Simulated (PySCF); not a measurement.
LDA on Mo⁻ (molybdenum, charge -1), [Kr] 4d5 5s2, high-spin 6S determinant. Calculation: PySCF 2.14, in def2-TZVPPD with the def2 core potential (28 electrons) (6s4p3d2f1g, 56 functions); a scalar-relativistic core potential.

```
cycle= 1 E= -67.9657767651584  delta_E= -0.0137  |g|= 0.0863  |ddm|= 0.924
cycle= 2 E= -67.9617352820492  delta_E= 0.00404  |g|= 0.12  |ddm|= 0.322
cycle= 3 E= -67.969138041127  delta_E= -0.0074  |g|= 0.00469  |ddm|= 0.226
cycle= 4 E= -67.9691551733382  delta_E= -1.71e-05  |g|= 0.000522  |ddm|= 0.0196
cycle= 5 E= -67.9691554043025  delta_E= -2.31e-07  |g|= 1.4e-05  |ddm|= 0.00185
cycle= 6 E= -67.9691554045109  delta_E= -2.08e-10  |g|= 1.15e-07  |ddm|= 8.56e-05
converged SCF energy = -67.9691554045109  <S^2> = 8.7817898  2S+1 = 6.0105873
```

Highest occupied orbital energy: 1.602 eV; ⟨L²⟩ = 0.00; populations by l: s 4.00, p 6.00, d 5.00, f 0.00.

Question: Can this result be used?

Answer: With care. The calculation finished and met its thresholds. Energies and moments cover only the electrons outside the core potential. At LDA the highest occupied level has a positive energy, so only the finite basis holds that electron; in a semilocal or global hybrid functional this comes from self-interaction and does not mean that the real anion is unbound.
